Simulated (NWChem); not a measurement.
System meant: C₄H₄S₂; SMILES Sc1cccs1

Input file for NWChem:

```
start job
memory heap 200 mb stack 900 mb global 1100 mb
geometry units angstroms noautoz
  S      0.186138    -2.118774    -0.390147
  C     -0.067496    -0.379921    -0.166534
  C     -1.267084     0.263459     0.013364
  C     -1.138456     1.682638     0.075397
  C      0.157133     2.103771    -0.062476
  S      1.243916     0.774496    -0.287777
  H      0.663696    -2.409290     0.843508
  H     -2.206741    -0.270102     0.101923
  H     -1.974108     2.358252     0.222459
  H      0.534984     3.117729    -0.041362
end
basis spherical
  * library def2-svp
end
dft
  odft
  mult 2
  xc pbe0
  iterations 150
  mulliken
end
task dft energy
```

End of the output:

```
 Summary of "ao basis" -> "" (spherical)
 ------------------------------------------------------------------------------
       Tag                 Description            Shells   Functions and Types
 ---------------- ------------------------------  ------  ---------------------
 *                          def2-svp                  on all atoms

                                 NWChem DFT Module
                                 -----------------

 Summary of "ao basis" -> "ao basis" (spherical)
 ------------------------------------------------------------------------------
       Tag                 Description            Shells   Functions and Types
 ---------------- ------------------------------  ------  ---------------------
 S                          def2-svp                 8       18   4s3p1d
 C                          def2-svp                 6       14   3s2p1d
 H                          def2-svp                 3        5   2s1p

 Summary of "ao basis" -> "ao basis" (spherical)
 ------------------------------------------------------------------------------
       Tag                 Description            Shells   Functions and Types
 ---------------- ------------------------------  ------  ---------------------
 S                          def2-svp                 8       18   4s3p1d
 C                          def2-svp                 6       14   3s2p1d
 H                          def2-svp                 3        5   2s1p

  number of electrons :                   60
  multiplicity        :                    2
 ------------------------------------------------------------------------
  no. of electrons and multiplicity not compatible                  60
 ------------------------------------------------------------------------
 ------------------------------------------------------------------------
  current input line :
    25: task dft energy
 ------------------------------------------------------------------------
 ------------------------------------------------------------------------
 There is an error in the input file
 ------------------------------------------------------------------------
 For more information see the NWChem manual at https://nwchemgit.github.io

0: no. of electrons and multiplicity not compatible:Received an Error in Communication
```

Problem. What is wrong, and how is it mended?

Solution. The input was rejected before any calculation. Cause: the multiplicity doesn't fit the number of electrons (an even count wants an odd multiplicity, and the reverse). This input runs:
```
start job
memory heap 200 mb stack 900 mb global 1100 mb
geometry units angstroms noautoz
  S      0.186138    -2.118774    -0.390147
  C     -0.067496    -0.379921    -0.166534
  C     -1.267084     0.263459     0.013364
  C     -1.138456     1.682638     0.075397
  C      0.157133     2.103771    -0.062476
  S      1.243916     0.774496    -0.287777
  H      0.663696    -2.409290     0.843508
  H     -2.206741    -0.270102     0.101923
  H     -1.974108     2.358252     0.222459
  H      0.534984     3.117729    -0.041362
end
basis spherical
  * library def2-svp
end
dft
  xc pbe0
  iterations 150
  mulliken
end
task dft energy
```
It converges to -950.37605 Ha (PBE0/def2-SVP).
